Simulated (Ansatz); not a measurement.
`CC1=C[Se]1` → `C=CC=[Se]`  (isomerisation)

Gas-phase electronic energies from Ansatz, PBE0-D4/def2-TZVP geometries. CBS: MP2 limit from def2 TZ/QZ plus the TZ coupled-cluster correction, frozen cores. Functionals use def2-TZVPP. For Se outer-core shells are correlated without core-valence functions, which leaves a few kJ/mol of doubt a bond. Scalar relativity is left out up to krypton. Each species was taken in one conformer, which may not be the lowest.

`CC1=C[Se]1`:

```xyz
8

C    -1.028   -0.377    0.281
C     0.334    0.044   -0.027
C     1.203    0.774   -0.601
Se    2.167   -0.550    0.506
H    -1.174   -1.420   -0.009
H    -1.752    0.248   -0.248
H    -1.210   -0.305    1.357
H     1.460    1.586   -1.258
```

`C=CC=[Se]`:

```xyz
8

C    -0.098   -0.349   -1.200
C    -0.136    0.501   -0.171
C     0.142    0.156    1.206
Se    0.587   -1.420    1.863
H     0.155   -1.393   -1.046
H    -0.319   -0.019   -2.208
H    -0.393    1.542   -0.353
H     0.062    0.983    1.909
```

| level | ΔE (kJ/mol) | difference from CCSD(T)/CBS |
| --- | --- | --- |
| BLYP-D4 | -91.3 | -8.0 |
| r2SCAN-D4 | -80.0 | 3.3 |
| B97M-V | -81.3 | 2.0 |
| PBE0-D4 | -71.4 | 11.9 |
| ωB97X-V | -69.2 | 14.1 |
| ωB97M-V | -70.5 | 12.8 |
| PBE | -74.8 | 8.5 |
| revPBE | -75.6 | 7.7 |
| PBE0 | -71.1 | 12.2 |
| r2SCAN0 | -74.5 | 8.8 |
| BHLYP | -85.4 | -2.1 |
| LC-ωPBE | -54.8 | 28.5 |
| CCSD(T)/def2-SVP | -101.4 | -18.1 |
| CCSD/def2-TZVPP | -82.1 | 1.2 |
| HF/def2-QZVPP | -89.7 | -6.4 |
| MP2/CBS(def2) | -67.2 | 16.1 |
| CCSD(T)/CBS | -83.3 | 0 |

Largest T1 diagnostic among the species: 0.018.

From PBE to PBE0 (25 % exact exchange), in def2-TZVPP and without D4, ΔE moves by +3.7 kJ/mol. Leaving LDA and LC-ωPBE aside and taking each functional with its dispersion term where it has one, the values spread over 22.0 kJ/mol, from BLYP-D4 to ωB97X-V. LDA lies +6.6 kJ/mol from PBE without D4. In def2-TZVPP, CCSD(T) changes the Hartree–Fock value by +5.8 kJ/mol (the triples alone add −2.9 kJ/mol) and MP2 by +21.9 kJ/mol.
